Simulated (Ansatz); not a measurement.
Relaxation of BClFH₄N (8 atoms, charge 0, multiplicity 1), to a largest force component of 0.03 eV/Å in at most 50 steps.

The calculation used RKS B3LYP/6-31G* in Ansatz.

```xyz
8
Properties=species:S:1:pos:R:3:forces:R:3
B 0.041 -0.155 -0.149 0.00 -0.18 -0.26
H -0.027 -0.503 0.988 0.00 -0.12 0.07
N 1.259 -0.129 -0.812 0.01 0.00 0.01
H 2.137 -0.280 -0.334 0.00 0.00 -0.01
H 1.354 0.143 -1.781 0.00 0.00 -0.01
Cl -1.481 0.123 -1.041 0.01 -0.01 0.01
F 0.000 1.974 1.216 0.09 0.49 -0.01
H -0.265 1.211 1.679 -0.10 -0.18 0.19
```

Question: Where does it end, and by what steps?

Answer: It converged. After 23 steps the energy has fallen by 0.142 eV; H8 moved furthest, 0.97 Å.

```tsv
step	energy less start (eV)	largest force component (eV/Å)	accepted
0	0.0000	0.486	yes
1	-0.0476	0.117	yes
2	-0.0075	1.482	no
3	-0.0494	0.473	yes
4	-0.0549	0.184	yes
5	-0.0544	0.599	no
6	-0.0573	0.120	yes
7	-0.0601	0.219	yes
8	-0.0622	0.526	yes
9	-0.0703	0.376	yes
10	-0.0885	0.574	yes
11	-0.0426	2.284	no
12	-0.0957	0.357	yes
13	-0.1142	0.727	yes
14	-0.1208	0.562	yes
15	-0.0843	1.936	no
16	-0.1309	0.303	yes
17	-0.1376	0.172	yes
18	-0.1410	0.057	yes
19	-0.1412	0.069	yes
20	-0.1414	0.062	yes
21	-0.1421	0.104	yes
22	-0.1423	0.039	yes
23	-0.1423	0.019	yes
```

```xyz
8
Properties=species:S:1:pos:R:3
B 0.183 -0.365 -0.069
H 0.213 -0.981 0.944
N 1.295 -0.178 -0.872
H 2.210 -0.508 -0.597
H 1.283 0.346 -1.737
Cl -1.411 0.281 -0.628
F 0.007 1.974 1.618
H -0.764 1.814 1.107
```

Whether the end is a true minimum wasn't checked by a vibrational analysis.

Run time: 36 s on 1 thread of AMD EPYC 9R45 96-Core Processor (Zen 5), on a shared host, peak memory 0.18 GiB.
